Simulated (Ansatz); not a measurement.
Mo₂P₂. The state is a singlet with charge 0. Geometry r2SCAN-D4/def2-SVP.

```xyz
4

Mo    0.766   -0.611   -0.392
Mo   -0.766    0.611    0.392
P     1.569    0.138    1.493
P    -1.569   -0.138   -1.493
```

In the def2 sets Mo takes a core potential; there is no spin–orbit coupling. The restricted singlet is unstable towards broken spin symmetry at other levels; at PBE-D4/def2-SVP, r2SCAN-D4/def2-TZVPD, PBE0-D4/def2-SVP, CAM-B3LYP-D4/def2-TZVP and others this wasn't settled. At PBE0-D4/def2-TZVP a triplet of charge 0 lies 0.50 eV below the restricted singlet, each at its own geometry. The structure comes from a short search, and lower isomers may exist.

(1) Estimate the orbital energies around the gap (eV) in Ansatz with PBE-D4/def2-SVP, r2SCAN-D4/def2-TZVPD, PBE0-D4/def2-SVP, CAM-B3LYP-D4/def2-TZVP, ωB97M-V/def2-TZVP.

## Answers

(1) 
| orbital | PBE-D4/def2-SVP | r2SCAN-D4/def2-TZVPD | PBE0-D4/def2-SVP | CAM-B3LYP-D4/def2-TZVP | ωB97M-V/def2-TZVP |
| --- | --- | --- | --- | --- | --- |
| HOMO−5 | -7.09 | -7.21 | -8.07 | -9.20 | -10.09 |
| HOMO−4 | -6.93 | -7.12 | -8.05 | -9.12 | -9.99 |
| HOMO−3 | -6.82 | -6.95 | -7.72 | -8.69 | -9.48 |
| HOMO−2 | -5.52 | -5.60 | -6.33 | -7.29 | -8.05 |
| HOMO−1 | -5.29 | -5.37 | -6.08 | -7.05 | -7.86 |
| HOMO | -5.02 | -5.13 | -5.78 | -6.71 | -7.42 |
| LUMO | -3.79 | -3.68 | -3.07 | -2.13 | -1.34 |
| LUMO+1 | -3.75 | -3.66 | -2.96 | -1.80 | -0.87 |
| LUMO+2 | -3.18 | -3.15 | -2.52 | -1.54 | -0.72 |
| LUMO+3 | -2.95 | -2.85 | -2.12 | -1.06 | -0.16 |
| LUMO+4 | -2.60 | -2.41 | -1.66 | -0.72 | 0.03 |
| LUMO+5 | -2.44 | -2.41 | -1.65 | -0.61 | 0.06 |
